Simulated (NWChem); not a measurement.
Species: C₂H₃BF₂; SMILES C=CB(F)F

```xyz
8

B     -0.0215     0.5188     0.0000
F     -0.7359     1.6310     0.0000
F      1.2943     0.6589     0.0000
C     -0.6878    -0.8791     0.0000
C      0.0436    -2.0020     0.0000
H     -1.7810    -0.9533     0.0000
H     -0.4099    -2.9988     0.0000
H      1.1383    -1.9639     0.0000
```
Atoms are numbered in this order, from 1.

The geometry was optimised at PBE0/def2-SVP.

Symmetry labels are those of Cs in the frame above (b1 and b2, or b-type labels, depend on it).

List the 4 lowest vertical singlet excitations from PBE/def2-SVP, TDA (NWChem).


```json
[
 {"state": "S1", "energy (eV)": "6.16", "oscillator strength": "0.003", "symmetry": "a\"", "leading excitation (squared amplitude)": "HOMO−1 → LUMO (0.99)"},
 {"state": "S2", "energy (eV)": "7.11", "oscillator strength": "0.000", "symmetry": "a\"", "leading excitation (squared amplitude)": "HOMO−2 → LUMO (1.00)"},
 {"state": "S3", "energy (eV)": "7.20", "oscillator strength": "0.425", "symmetry": "a'", "leading excitation (squared amplitude)": "HOMO → LUMO (0.83)"},
 {"state": "S4", "energy (eV)": "7.61", "oscillator strength": "0.001", "symmetry": "a\"", "leading excitation (squared amplitude)": "HOMO−3 → LUMO (0.99)"}
]
```
